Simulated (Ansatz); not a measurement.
Start from `ClBC[O][GeH3]` and change one atom or group to get `[GeH3][O]C[TeH]`.

Ansatz, PBE0-D4/def2-TZVP geometries, multiplicity 1. Each molecule was computed in one conformer, which needn't be the lowest.

Elements past krypton have def2 core potentials. Scalar relativity is left out up to krypton.

```
                                        property  `ClBC[O][GeH3]`
             HOMO–LUMO gap (PBE/def2-TZVPP) / eV             3.69
               LUMO energy (PBE/def2-TZVPP) / eV            -2.43
         HOMO–LUMO gap (ωB97M-V/def2-TZVPP) / eV            10.53
            HOMO–LUMO gap (PBE0/def2-TZVPP) / eV             6.18
               HOMO energy (PBE/def2-TZVPP) / eV            -6.12
size of the dipole moment (B3LYP/def2-TZVPP) / D             1.14
```

**Question.** What does the change do to each property? (An estimate is asked.)

**Answer.** The calculation gave: 
```csv
property,`[GeH3][O]C[TeH]`,shift
HOMO–LUMO gap (PBE/def2-TZVPP) / eV,3.68,-0.01
LUMO energy (PBE/def2-TZVPP) / eV,-1.46,0.97
HOMO–LUMO gap (ωB97M-V/def2-TZVPP) / eV,9.40,-1.13
HOMO–LUMO gap (PBE0/def2-TZVPP) / eV,5.52,-0.66
HOMO energy (PBE/def2-TZVPP) / eV,-5.14,0.98
size of the dipole moment (B3LYP/def2-TZVPP) / D,2.10,0.96
```

With PBE0 the HOMO rises by 1.47 eV and the LUMO rises by 0.81 eV, so the gap narrows by about 0.66 eV. PBE moves the HOMO by 0.98 eV and ωB97M-V by 1.69 eV. Dipoles are sizes alone; their direction can turn.

B3LYP here is the variant with VWN-RPA as its local correlation; programs differ in this.

Spin–orbit coupling is left out; it splits and shifts lone-pair levels of the heavy atoms by tenths of an eV.
